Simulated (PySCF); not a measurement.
Ti⁺ (titanium, charge +1): UHF calculation

Configuration: [Ar] 3d2 4s1, high-spin 4F determinant. Computed with PySCF 2.14 in def2-TZVP (6s4p4d1f, 45 functions), with no relativity, point nucleus.

- Total energy: -848.191411 hartree
- One-electron energy: -1157.0730 hartree
- Hartree (Coulomb) energy: 349.8489 hartree
- Exchange energy: -40.9673 hartree
- Kinetic energy: 848.17109 hartree
- ⟨S²⟩: 3.7519
- ⟨L²⟩: 12.027
- Sum of ⟨r⟩: 17.30 bohr
- Sum of ⟨r²⟩: 29.31 bohr²
- Density at the nucleus (Gaussians lack the cusp): 6940 bohr⁻³
- Spin density at the nucleus: 2.82 bohr⁻³
- Langevin diamagnetic susceptibility: -23.2 ×10⁻⁶ cm³/mol
- Time after the integrals: 0.21 s of wall time on 1 thread of Neoverse-V1 (shared host)

| shell | electrons | mean orbital energy (eV) | rms radius, mean of both spins (bohr) |
| --- | --- | --- | --- |
| 1s α | 1 | -4994.4 | 0.0812 |
| 1s β | 1 | -4994.3 | 0.0812 |
| 2s α | 1 | -590.65 | 0.353 |
| 2s β | 1 | -589.61 | 0.353 |
| 2p α | 3 | -491.81 | 0.321 |
| 2p β | 3 | -490.85 | 0.321 |
| 3s α | 1 | -87.214 | 1.09 |
| 3s β | 1 | -83.394 | 1.09 |
| 3p α | 3 | -58.253 | 1.18 |
| 3p β | 3 | -53.807 | 1.18 |
| 3d α | 2 | -19.363 | 1.63 |
| 4s α | 1 | -12.947 | 3.52 |
